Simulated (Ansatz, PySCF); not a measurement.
C3H5NOSi, SMILES N1=CC=C[Si@H]1O.

Geometry: B3LYP-D3(BJ)/def2-SVP. The structure was generated by enumeration; whether it is a known compound was not checked. One conformer was computed; it need not be the lowest.

Vertical ionisation energy (IE) and electron affinity (EA) in eV. Rows of orbital energies are one-electron estimates. Where ΔSCF, EOM or ADC give a negative EA the extra electron is unbound and the value depends on the basis.

```tsv
level	IE	EA
−ε(HOMO), −ε(LUMO), r2SCAN/def2-TZVP (PySCF)	6.20	2.97
−ε(HOMO), −ε(LUMO), PBE/def2-TZVP (PySCF)	5.91	3.09
ΔSCF, CAM-B3LYP/def2-TZVPD (Ansatz), final states of multiplicity 2 and 2	9.50	0.35
ΔSCF, PBE/def2-TZVPD (Ansatz), final states of multiplicity 2 and 2	9.20	0.49
```

Problem. What vertical singlet–triplet gap does ΔSCF give with CAM-B3LYP/def2-TZVPD (Ansatz, a program for electronic structure) and with PBE/def2-TZVPD (Ansatz)? (An estimate is asked for; the answer gives what the named calculation found.)

Solution. 3.03 and 2.80 eV (triplet above singlet where positive).
